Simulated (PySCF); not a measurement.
silyl radical (H3Si), SMILES [SiH3], multiplicity 2.

Geometry: B3LYP-D3(BJ)/def2-TZVPD.

Method: PBE/def2-TZVPD in PySCF.

Gas-phase values at a fixed geometry.

Problem. Estimate the frontier levels, dipole moment and polarisability. (The exact figures need the calculation; the answer reports its results.)

Solution. 
The α spin, highest occupied and lowest empty level comes out as -5.33 and -0.28 eV. The β spin, highest occupied and lowest empty level comes out as -8.58 and -3.50 eV, the dipole moment is 0.02 D and the quadrupole, principal values (traceless, Buckingham form, about the centre of nuclear charge) comes out as -0.44, 0.22, 0.22 D·Å. The mean static polarisability is 35.8 bohr³ (5.31 Å³) and the polarisability, principal values is 35.4, 36.0, 36.0 bohr³. The ⟨S²⟩ comes out as 0.753 (pure state 0.75).
